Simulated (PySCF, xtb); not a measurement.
(E)-2-chloro-1,3,3-trifluoroprop-1-ene (C3H2ClF3), SMILES F/C=C(/Cl)C(F)F.

xtb with GFN2-xTB at its own geometry gives an orbital gap of 4.32 eV and a dipole moment of 3.02 D.

Coordinates come from a B3LYP-D3(BJ)/def2-SVP optimisation. The values are those of a single conformer.

### Question
What does PBE/def2-TZVP (PySCF) give? (An estimate is asked for; the answer gives what the named calculation found.)

### Answer
gap 4.74 eV (levels -6.56 and -1.82 eV), dipole 1.72 D.
